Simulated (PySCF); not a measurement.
Geometry (Å), atoms numbered from 1 in this order:
```xyz
5

Ti   -0.005    0.000    0.004
Cl    0.000   -0.019    2.159
Cl    2.024    0.008   -0.709
Cl   -1.014    1.765   -0.710
Cl   -1.005   -1.755   -0.744
```

Geometry: PBE0-D3(BJ)/def2-SVP; GIAO absolute shieldings from PySCF 2.14, gas phase, non-relativistic, averaged over equivalent atoms.

At PBE/pcSseg-1 (pcSseg-2 on Ti) (169 basis functions, 19 s wall time on 1 thread of an Arm Neoverse V1, shared host):
```csv
atoms,σ (ppm)
Ti1,-987.1
Cl2/Cl3/Cl4/Cl5,29.5
```

**Question.** What do these become at B3LYP/pcSseg-1 (pcSseg-2 on Ti)?

**Answer.** 
| atoms | σ at B3LYP/pcSseg-1 (pcSseg-2 on Ti) | change |
| --- | --- | --- |
| Ti1 | -1001.3 | -14.2 |
| Cl2/Cl3/Cl4/Cl5 | 1.8 | -27.7 |

The largest change is at Cl2/Cl3/Cl4/Cl5 (chlorine bonded to Ti). Cost: 169 basis functions, 14 s wall time on 1 thread of an Arm Neoverse V1, shared host.
